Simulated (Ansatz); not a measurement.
CdI, doublet, geometry from GFN2-xTB (such geometries of metal compounds can be far from the true shape) (the spin is typed, not shown lowest) (core potentials on Cd, I); B3LYP5/def2-SVPD (Ansatz, a first-principles code).

Here is a job for Ansatz.
Ansatz 0.2 input:
```yaml
crystal:
  periodic: [false, false, false]
  atoms:
    - {symbol: Cd, position_ang: [-0.00000000, -0.00000000, -1.49381317]}
    - {symbol: I, position_ang: [0.00000000, 0.00000000, 1.35288740]}
basis:
  gaussian:
    orbitals: def2-SVPD
hamiltonian:
  xc: b3lyp5
magnetization: {spin_polarized: true, initial_magnetization: 1}
```

### Question
Predict the main parts of the log of this Ansatz run.

### Answer

```
Functional definition: B3LYP5
776 factors; integrals over basis functions are off by at most 2.5e-4 eV
mean field evaluation 1: about -12664.1428 eV, gradient 1.2e1 eV
mean field evaluation 2: about -12661.2515 eV, gradient 2.3e1 eV
mean field evaluation 4: about -12665.3293 eV, gradient 7.9e-1 eV
mean field evaluation 8: about -12665.3764 eV, gradient 1.9e-2 eV
mean field evaluation 16: about -12665.3765 eV, gradient 5.3e-5 eV
mean field -12665.37645101 eV, -465.4439996741 hartree, gradient 5.3e-5 eV, S^2 0.753812; 1 other end points of the search recorded, 0 dependent functions left out
reference -12665.37664268 eV, -465.4440067178 hartree; 23, 22 occupied and 46, 47 virtual orbitals, 776 factors
Total energy: -12665.37664268 eV, -465.4440067178 hartree
```
